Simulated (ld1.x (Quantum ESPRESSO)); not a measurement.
# Ti, TM: configuration errors across variants

```
Element                 : titanium (Ti)
Generator               : ld1.x (Quantum ESPRESSO) 7.5
Type                    : norm-conserving Troullier–Martins (Kleinman–Bylander form)
Functional              : PBE
Relativity              : scalar-relativistic
Frozen core             : [Ne] 3s2
Valence charge          : 10
Reference configuration : 3p6 3d2 4s2 4p0
Partial waves           : 4s (bound): rc 3.00 bohr; 3p (bound): rc 1.30 bohr; 3d (bound): rc 2.35 bohr
Local potential         : the d channel
Core correction         : Bessel-smoothed model core inside 0.95 bohr
```

All-electron excitation energies from the reference (eV): (1) 3p6 3d2 4s1 4p0 7.347; (2) 3p6 3d2 4s0 4p0 20.919; (3) 3p6 3d1 4s0 4p0 47.867; (4) 3p6 3d1 4s2 4p0 9.745; (5) 3p6 3d2 4s0 4p2 6.288; (6) 3p5 3d2 4s2 4p0 45.557; (7) 3p6 3d2.5 4s1.5 4p0 0.353.

A true bound ghost makes a file unfit for plane-wave use even where its test errors are small: the radial tests pick states by their node count and pass the ghost by.

Errors AE − PS in meV (a dash: test not solved or not reliable):

```csv
change,(1),(2),(3),(4),(5),(6),(7),bound ghosts
base,-2.6,-26,+117,+75,-518,-373,-5.4,s
"all radii but the core radius scaled by about 0.76 (s 2.28, p 0.98, d 1.78 bohr)",-2.1,-22,+67,+6.2,-169,-148,-13,s
"all radii but the core radius scaled by about 0.91 (s 2.74, p 1.18, d 2.14 bohr)",-2.5,-23,+113,+23,-354,-298,-12,s
"all radii but the core radius scaled by about 1.09 (s 3.28, p 1.42, d 2.56 bohr)",-3.7,-38,+107,+132,-682,-431,+2.9,s
"all radii but the core radius scaled by about 1.15 (s 3.44, p 1.48, d 2.70 bohr)",-5.5,-54,+92,+177,-821,-472,+9.9,s
"all radii but the core radius scaled by about 1.24 (s 3.72, p 1.62, d 2.92 bohr)",-12,-97,+83,+271,-1209,-596,+26,s
"all radii but the core radius scaled by about 1.32 (s 3.96, p 1.72, d 3.10 bohr)",-18,-151,+8.7,+337,-1518,-664,+38,s
"all radii but the core radius scaled by about 1.39 (s 4.18, p 1.80, d 3.26 bohr)",-26,-203,-40,+390,-1935,-807,+49,s
```

**Question.** Give the same row for: all radii but the core radius scaled by about 0.82 (s 2.44, p 1.06, d 1.92 bohr).

**Answer.** -2.4, -23, +88, +5.3, -236, -212, -14; bound ghosts: s.
